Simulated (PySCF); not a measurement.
Level of theory: PBE-D3(BJ)/def2-TZVP // r2SCAN-D4/def2-SVP (PySCF). All species are isolated molecules in the gas phase. One relaxed conformer stands for a flexible species; it need not be the lowest. Excitations are Tamm–Dancoff values on a coarser integration grid. The basis has no diffuse functions, so Rydberg states are missing or too high.

Reference species (SMILES): `C[O][Ge]([NH2])([NH2])[NH2]` (neutral, multiplicity 1).

| Item | Value |
|---|---|
| T1 excitation (TDA) | 5.20 eV |
| S1 oscillator strength | 0.014 |

Changed species: `[NH2][Ge]([NH2])([NH2])[NH2]` (0 of 4 NH2 replaced by OCH3; the reference has 1 of 4 NH2 replaced by OCH3).

Q: Give the shifts of the T1 excitation (TDA) and S1 oscillator strength.

A: the T1 excitation (TDA) decreases by 0.02 eV, to 5.18 eV; the S1 oscillator strength decreases by 0.014, to 0.000.
